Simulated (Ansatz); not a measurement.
The same path of F2GeH2 (5 atoms, charge 0, multiplicity 1) was run twice with different band settings. Lost on the way: Ge1–H2, Ge1–H3. Made: H2–H3.

Level of theory: RHF/def2-SVP in Ansatz 0.2.0.

Relaxed end points:

```xyz
5
Properties=species:S:1:pos:R:3
Ge 0.317 0.000 0.225
H 0.201 0.000 1.736
H 1.704 0.000 -0.388
F -0.535 1.357 -0.378
F -0.535 -1.357 -0.378
```

```xyz
5
Properties=species:S:1:pos:R:3
Ge -1.473 0.052 -1.204
H 1.898 0.466 1.206
H 2.602 0.396 1.445
F -0.467 0.680 0.057
F -1.407 -1.595 -0.689
```

Common settings: movable images 9; climbing image yes; spring 5.0 eV/Å²; optimiser quadratic models (default); start path through a guess of the saddle point; iteration limit 60; end points relaxed.

| run | force threshold |
| --- | --- |
| 1 | 0.05 eV/Å |
| 2 | 0.2 eV/Å |

Q: What does each run give, and how far can it be trusted?

A: Run 1: converged after 38 iterations, highest image 4.231 eV above the first end. The profile has 3 maxima (images 2, 7, 9) with wells between them (images 5, 8): this band takes more than one step, which may be the mechanism or a detour left from its start path. Neighbouring images differ by up to 3.3 eV, so the band resolves the path poorly. A vibrational analysis at the climbing image gives one clearly imaginary mode, 1923i cm⁻¹: a first-order saddle point.
Run 2: converged after 23 iterations, highest image 4.232 eV above the first end. The threshold of 0.2 eV/Å is loose, so the images may lie well off the minimum-energy path. Neighbouring images differ by up to 2.6 eV, so the band resolves the path poorly. Another band between the same ends (9 images) ends at a top of the same energy, where a vibrational analysis finds 1 clearly imaginary mode.
The orbitals stay closed-shell, which can raise the energy where a bond breaks towards radicals; this wasn't checked here.
